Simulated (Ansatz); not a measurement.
Cost and result for the atomization energy of B$_{2}$FH$_{5}$Si (9 atoms, 8 bonds).

```
atom   x (Å)   y (Å)   z (Å)
  B1  -0.333   0.699   0.701
  B2  -1.233   0.939  -0.549
  F3  -1.881   1.016  -1.629
 Si4   0.766  -0.823  -0.116
  H5   0.415   1.621   0.904
  H6  -0.957   0.243   1.625
  H7   1.527  -0.415  -1.333
  H8  -0.057  -2.004  -0.507
  H9   1.752  -1.277   0.903
```

The species carries charge 0 and has multiplicity 1. The bonds changed during the relaxation, so this is another structure than the one it started from. The geometry is a stationary point of PBE0-D4/def2-TZVP. Program: Ansatz. All runs use 2 threads of an Arm Neoverse V1 on a shared host. Times are those of one run each, without the atoms' runs, and a repeat can differ threefold. Electronic energies, without spin–orbit coupling; frozen cores. CCSD(T)/CBS adds CCSD(T) − MP2 in def2-TZVPP to the MP2 limit, and its time is that of the two runs behind it. T1 = 0.015. B3LYP takes the VWN-RPA correlation (the form of Gaussian; ORCA's B3LYP/G). HSE06 is the plane-wave form, built on full-range PBE exchange.

CCSD(T)/CBS is a level of theory with its own doubt, some kJ/mol a heavy atom from the limit and from the frozen cores, so smaller differences don't rank the functionals.

```tsv
level	functions	atomization (kcal/mol)	difference from CCSD(T)/CBS	per bond
CCSD(T)/def2-SVP	85	683.0	-34.4	-4.3
PBE-D4/def2-TZVPP (with forces)	205	732.8	15.4	1.9
B3LYP-D4/def2-TZVPP (with forces)	205	724.1	6.7	0.8
PBE-QIDH/def2-TZVPP	205	717.9	0.5	0.1
CCSD(T)/CBS(def2)	–	717.4	0.0	0.0
HSE06-D4/def2-TZVPP	205	723.5	6.1	0.8
CAM-B3LYP-D4/def2-TZVPP	205	726.4	9.0	1.1
CCSD(T)/def2-TZVPP	205	702.0	-15.4	-1.9
MP2/def2-QZVPP	391	721.0	3.6	0.5
LDA (SPW92)/def2-TZVPP	205	817.6	100.2	12.5
BHLYP-D4/def2-TZVPP	205	708.1	-9.3	-1.2
ωB97X-V/def2-TZVPP	205	723.9	6.5	0.8
r2SCANh-D4/def2-TZVPP	205	727.0	9.6	1.2
```

Problem. Order the runs by time, with rough figures. (Estimate.)

Solution. The calculation gave: LDA (SPW92)/def2-TZVPP 1.4 s; CCSD(T)/def2-SVP 2.7 s; PBE-D4/def2-TZVPP (with forces) 2.9 s; BHLYP-D4/def2-TZVPP 3.1 s; HSE06-D4/def2-TZVPP 3.1 s; CAM-B3LYP-D4/def2-TZVPP 3.4 s; B3LYP-D4/def2-TZVPP (with forces) 4.7 s; r2SCANh-D4/def2-TZVPP 5 s; PBE-QIDH/def2-TZVPP 6 s; ωB97X-V/def2-TZVPP 9 s; MP2/def2-QZVPP 20 s; CCSD(T)/def2-TZVPP 68 s; CCSD(T)/CBS(def2) 88 s.

From PBE to PBE0 (25 % exact exchange), in def2-TZVPP and without D4, the atomization energy moves by −9.2 kcal/mol: exact exchange takes away binding that semilocal exchange gives to molecules. In def2-TZVPP, CCSD(T) changes the Hartree–Fock value by +147.4 kcal/mol (the triples alone add +9.3 kcal/mol) and MP2 by +157.2 kcal/mol; breaking electron pairs costs correlation energy, which Hartree–Fock lacks. At CCSD(T), def2-SVP lies −34.3 kcal/mol from the extrapolated value and def2-TZVPP −15.4 kcal/mol: correlation converges slowly with the basis, and small sets miss more of it in the bonded molecule than in its fragments.
